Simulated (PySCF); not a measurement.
# GeAs at revPBE

Level: revPBE. basis Ge def2-TZVPPD, As def2-TZVPPD; no relativity; PySCF 2.14.

- state: ²Π (doublet), unpaired electrons π ↑
- bond length: 2.281 Å
- harmonic wavenumber: 335 cm⁻¹
- force constant: 2.47 mdyn/Å
- rotational constant Be: 0.08709 cm⁻¹
- anharmonicity ωexe: 0.774 cm⁻¹
- vibration–rotation constant αe: 0.000272 cm⁻¹
- well depth De to Ge + As: 305 kJ/mol
- dissociation energy D0: 303 kJ/mol
- bond order (Mayer): 2.23
- dipole moment (positive dipole means Ge(−)As(+)): -0.90 D

Spin–orbit coupling is left out. The state was picked by a PBE0 search and need not be the measured ground state.
